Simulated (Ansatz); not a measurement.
C2H7GeN can be A, `C=[C](N)[GeH3]`, or B, `C=C[NH][GeH3]`.

Computed with Ansatz on PBE0-D4/def2-TZVP structures; ΔE is electronic, products minus reactants. CCSD(T)/CBS is the MP2 limit (def2-TZVPP, def2-QZVPP) plus CCSD(T) − MP2 in def2-TZVPP, frozen cores. DFT in def2-TZVPP. B3LYP here is the variant with VWN-RPA as its local correlation; programs differ in this. For Ge outer-core shells are correlated without core-valence functions, which leaves a few kJ/mol of doubt a bond. Scalar relativity is left out up to krypton. One conformer a species, not always the lowest.

Problem. Which isomer does CCSD(T)/CBS put lower? Give the gap. (Best estimate.)

Solution. Ansatz gave: B, by 4.3 kcal/mol.

Problem. Give E(B) − E(A) in kcal/mol with CCSD(T)/def2-SVP, ωB97M-V, PBE-D4, LDA (SPW92), B3LYP-D4, CCSD(T)/def2-TZVPP, MP2/def2-TZVPP. (Estimate.)

Solution. Computed: CCSD(T)/def2-SVP -6.0, ωB97M-V -4.5, PBE-D4 -3.5, LDA (SPW92) -2.9, B3LYP-D4 -4.9, CCSD(T)/def2-TZVPP -4.8, MP2/def2-TZVPP -4.8. None reverses the order clearly.

Problem. Does the order hold for the free energy at 298.15 K (harmonic terms from PBE0-D4)? (An estimate is asked.)

Solution. The calculation gave: Yes: G(B) − G(A) = -4.8 kcal/mol, for one conformer each.

Largest T1 diagnostic: 0.012.

From BLYP to BHLYP (50 % exact exchange), in def2-TZVPP and without D4, E(B) − E(A) moves by −1.0 kcal/mol. In def2-TZVPP, CCSD(T) changes the Hartree–Fock value by +3.1 kcal/mol (the triples alone add +0.4 kcal/mol) and MP2 by +3.1 kcal/mol.
